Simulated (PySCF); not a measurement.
# C₆ coefficients of unlike pairs at TPSSh

Calculated with PySCF 2.14 from the dipole response of each species, C₆(A,B) = (3/π) ∫ α_A(iu) α_B(iu) du, in atomic units, from isotropic polarisabilities. For ions this is the dispersion term alone; charge-induced terms of lower order in 1/R come first.

```json
{"species": "N", "configuration": "[He] 2s2 2p3 (4S)", "basis": "x2c-TZVPPall with one added diffuse shell each of s, p, d type (6s4p3d1f)", "relativity": "spin-free X2C", "α (bohr³)": "7.845", "C₆ (like pair)": "26.95"}
{"species": "Pt⁺", "configuration": "[Xe] 4f14 5d9 (2D)", "basis": "def2-QZVPPD with the def2 core potential (60 electrons) (7s5p4d4f2g)", "relativity": "core potential", "α (bohr³)": "16.67", "C₆ (like pair)": "126.6"}
{"species": "N²⁺", "configuration": "[He] 2s2 2p1 (2P)", "basis": "dyall-av3z (15s9p3d2f)", "relativity": "spin-free X2C", "α (bohr³)": "2.616", "C₆ (like pair)": "3.770"}
```

Question: Estimate C₆ for Pt⁺ with N.

Answer: The integral gives 58.17. The combination rule 2 C_A C_B / (C_A α_B/α_A + C_B α_A/α_B) gives 58.41 and the geometric mean 58.42.

No spin-orbit coupling is included.

The other pairs:

| pair | C₆ |
| --- | --- |
| N²⁺, Pt⁺ | 21.81 |
| N²⁺, N | 10.01 |
